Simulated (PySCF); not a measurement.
## `C=C(C)[C@@H](C)C(=O)O`, C₆H₁₀O₂

Cartesian coordinates in Å; atom numbers follow the order of the lines, from 1:
```xyz
18

C     0.932    1.072    1.157
C     0.857    0.243    0.129
C     1.910    0.163   -0.931
C    -0.330   -0.679   -0.109
C    -1.044   -1.140    1.156
C    -1.228    0.109   -1.042
O    -1.092    0.155   -2.237
O    -2.168    0.814   -0.405
H     0.167    1.141    1.908
H     1.784    1.717    1.288
H     2.663    0.935   -0.797
H     1.453    0.275   -1.913
H     2.399   -0.811   -0.902
H     0.029   -1.548   -0.670
H    -1.539   -0.311    1.651
H    -0.327   -1.585    1.841
H    -1.797   -1.884    0.906
H    -2.677    1.341   -1.041
```

Level of theory: quadratic response CAM-B3LYP/def2-SVPD first hyperpolarisability, Taylor convention, gas phase (PySCF 2.14.0). Geometry: GFN2-xTB.

(1) Give the tensor of the static β(0;0,0) in the axes of these coordinates.

Answers

(1) In au, Taylor convention; rows are the first index (the induced dipole):
|  | xx | yy | zz | xy | xz | yz |
| --- | --- | --- | --- | --- | --- | --- |
| x | +15.4 | -1.0 | +17.1 | -12.6 | +22.8 | -13.4 |
| y | -12.6 | -4.2 | +10.0 | -1.0 | -13.4 | -4.0 |
| z | +22.8 | -4.0 | -49.8 | -13.4 | +17.1 | +10.0 |

Norm of βᵢ = ⅓ Σⱼ (βᵢⱼⱼ + βⱼᵢⱼ + βⱼⱼᵢ): 44.8 au, hyper-Rayleigh value 28.8 au.
